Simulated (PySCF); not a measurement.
CH5NSeSi2, SMILES N#C[SiH2][SiH2][SeH], B3LYP/def2-SVP optimised geometry.

```
10

N      3.07    -1.08     0.00
C      1.90    -1.13     0.00
Si     0.04    -1.13     0.00
Si    -0.76     1.09     0.00
Se    -3.07     1.05     0.12
H     -0.40    -1.86     1.22
H     -0.41    -1.87    -1.22
H     -0.45     1.74    -1.30
H     -0.15     1.87     1.12
H     -3.07     0.46     1.47
```

Density from B3LYP/def2-TZVP run with PySCF 2.14.0 at that geometry.

Minimum of the electron density along straight lines between bonded atoms, close to the bond critical point (lines longer than 1.1 times the sum of covalent radii, or with two minima, are not listed):

| bond | length / Å | ρ at the minimum / e bohr⁻³ | ∇²ρ there / e bohr⁻⁵ | position (fraction from the first atom) |
|---|---|---|---|---|
| N1–C2 | 1.162 | 0.492 | -0.27 | 0.66 |
| C2–Si3 | 1.866 | 0.109 | 0.28 | 0.61 |
| Si3–Si4 | 2.359 | 0.094 | -0.16 | 0.52 |
| Si4–Se5 | 2.310 | 0.088 | -0.04 | 0.36 |
| Si3–H6 | 1.489 | 0.122 | 0.14 | 0.49 |
| Si3–H7 | 1.487 | 0.122 | 0.13 | 0.49 |
| Si4–H8 | 1.489 | 0.121 | 0.14 | 0.49 |
| Si4–H9 | 1.491 | 0.121 | 0.14 | 0.49 |
| Se5–H10 | 1.477 | 0.172 | -0.30 | 0.63 |
